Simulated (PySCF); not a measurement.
**Successive ionisation energies of ytterbium**

Calculated with PySCF 2.14, two-component X2C-1e (Gaussian nucleus, no Breit or QED terms), each ion in its own even-tempered basis; GMP2 freezes the deep shells of the larger ions and drops the highest virtual spinors; eV.

```tsv
ion	configuration	GHF (spin-free)	GHF (screened spin-orbit)	GMP2 (screened spin-orbit)	NIST	kind
Yb⁵¹⁺	[Ar] 3d1	4597.6	4633.1	4632.6	4630 ± 4	theoretical
Yb⁵²⁺	[Ar]	5071.4	4991.2	4992.2	4988 ± 4	theoretical
Yb⁵³⁺	[Ne] 3s2 3p5	5181.2	5103.9	5105.0	5101 ± 5	theoretical
Yb⁵⁴⁺	[Ne] 3s2 3p4	5291.7	5227.6	5228.0	5224 ± 5	theoretical
Yb⁵⁵⁺	[Ne] 3s2 3p3	5440.5	5342.5	5343.0	5339 ± 5	theoretical
Yb⁵⁶⁺	[Ne] 3s2 3p2	5552.7	5735.6	5737.5	5731 ± 5	theoretical
Yb⁵⁷⁺	[Ne] 3s2 3p1	5666.5	5866.8	5866.9	5860 ± 6	theoretical
Yb⁵⁸⁺	[Ne] 3s2	6116.4	6115.9	6119.7	6111 ± 6	theoretical
Yb⁵⁹⁺	[Ne] 3s1	6240.4	6239.9	6240.7	6236 ± 7	theoretical
Yb⁶⁰⁺	[Ne]	14115.4	13798.0	13799.6	13784 ± 10	theoretical
Yb⁶¹⁺	[He] 2s2 2p5	14421.1	14108.1	14109.7	14093 ± 12	theoretical
Yb⁶²⁺	[He] 2s2 2p4	14729.5	14447.7	14447.9	14435 ± 15	theoretical
```

(1) Where is the largest relative jump?

## Answers

(1) From Yb⁵⁹⁺ to Yb⁶⁰⁺: 6240.7 to 13799.6 eV, where the electron removed from [Ne] comes from a deeper shell or subshell.
